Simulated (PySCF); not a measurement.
## Radial density of P⁺ (phosphorus, charge +1)

UHF, [Ne] 3s2 3p2, high-spin 3P determinant. Calculation: PySCF 2.14, in def2-TZVP (5s5p2d1f, 37 functions); no relativity, point nucleus.

```csv
r (bohr),4πr²ρ (e/bohr),4πr²(ρα − ρβ)
0.00198,0.1011,0.0000
0.00333,0.2760,0.0000
0.00560,0.7270,0.0000
0.00941,1.838,0.0001
0.0158,4.287,0.0004
0.0266,8.803,0.0012
0.0448,14.54,0.0047
0.0753,17.01,0.0205
0.127,12.85,0.0773
0.213,11.42,0.1876
0.359,16.03,0.1909
0.603,9.777,-0.0084
1.01,2.413,0.3665
1.71,2.370,1.0891
2.87,0.7982,0.4819
4.83,0.03663,0.0274
8.12,6.977e-05,0.0001
```

**Question.** Where is the radial spin density 4πr²(ρα − ρβ) most negative, and why is it negative at all?

**Answer.** Around r = 0.603 bohr, down to -0.0084 e/bohr: exchange with the open shell polarises the paired shells in an unrestricted calculation.
